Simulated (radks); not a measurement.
Polarisability of neutral helium, [He], at imaginary frequency. Method: non-relativistic Kohn-Sham, PBE, spin-polarised, spherical densities, point nucleus; computed with a radial shooting solver on a logarithmic mesh with Libxc functionals. Response by self-consistent Sternheimer equations with the Hartree and adiabatic LDA kernel.

w (hartree),alpha1(iw) (bohr^3),alpha2(iw) (bohr^5)
0.00266,1.593,3.417
0.0143,1.592,3.416
0.0360,1.590,3.412
0.0697,1.582,3.399
0.118,1.562,3.365
0.186,1.518,3.293
0.280,1.435,3.150
0.413,1.292,2.895
0.605,1.077,2.489
0.892,0.8066,1.931
1.35,0.5247,1.299
2.12,0.2859,0.7244
3.59,0.1234,0.3153
6.94,0.03784,0.09637
17.5,0.006357,0.01605

Static values: alpha1 = 1.593 bohr^3 (0.2360 angstrom^3; uncoupled 1.732), alpha2 = 3.417 bohr^5, alpha3 = 17.69 bohr^7. C6 = 1.744, C8 = 19.88, triple-dipole C9 = 2.020 atomic units. One-pole (London) frequency 4 C6 / (3 alpha1^2) = 0.916 hartree, against 0.579 for minus the highest occupied eigenvalue. Recommended static value: 1.38375 bohr^3 (Schwerdtfeger and Nagle, 2023 table).
